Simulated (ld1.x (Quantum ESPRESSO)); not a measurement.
Pb (Z = 82): one change to a TM semilocal potential, before and after

ld1.x (Quantum ESPRESSO) 7.5 input, shortened:

```
&input
   title='Pb', zed=82., rel=0, dft='PBE', iswitch=3,
   config='[Xe] 4f14 5d10 6s2 6p2'
 /
 &inputp
   pseudotype=1, tm=.true., lloc=0,
   nlcc=.true., rcore=0.65
 /
3
6P  2  1   2.00   0.00  2.85  2.85  0.0
5D  3  2  10.00   0.00  1.25  1.25  0.0
6S  1  0   2.00   0.00  2.35  2.35  0.0
 &test
   configts(1)='5d10 6s2 6p2'
 /
```

Change: all radii but the core radius scaled by about 0.93 (s 2.20, p 2.66, d 1.16 bohr).

Cutoffs: the cutoffs (Ry, on a coarse ladder) from which the occupation-weighted sum of valence levels, in a spherical-Bessel basis at the reference potential, stays within 10 and 1 mRy of its value at 400 Ry; they do not see the model core or the augmentation charge, which bear on the density cutoff. Errors are all-electron minus pseudo energies relative to the spin-unpolarised reference configuration.

Problem. What does the change do?

Solution. The potential gets neither clearly harder nor softer (90 Ry and 110 Ry → 90 Ry and 110 Ry); of the 7 tests that both files solve, the error grows in 0 and shrinks in 2 by more than 15 % and 0.3 meV (median size 14.1 → 11.2 meV); neither file shows a bound ghost. A semilocal file is local in each channel, so a ghost entry of none says nothing of the separable form that plane-wave codes build from it.

```csv
quantity,base,changed
"cutoff, loose",90 Ry,90 Ry
"cutoff, tight",110 Ry,110 Ry
bound ghosts,none,none
"error for 5d10 6s2 6p1, meV [ΔE 6.71 eV]",+0.5,+0.3
"error for 5d10 6s2 6p0, meV [ΔE 20.11 eV]",-2.7,-2.1
"error for 5d10 6s1 6p0, meV [ΔE 48.57 eV]",-14,-11
"error for 5d10 6s0 6p0, meV [ΔE 86.31 eV]",-57,-50
"error for 5d9 6s2 6p3, meV [ΔE 22.63 eV]",-171,-181
"error for 5d10 6s2 6p1.5, meV [ΔE 2.58 eV]",+0.1,+0.1
"error for 5d9 6s2 6p2, meV [ΔE 30.58 eV]",-122,-132
```
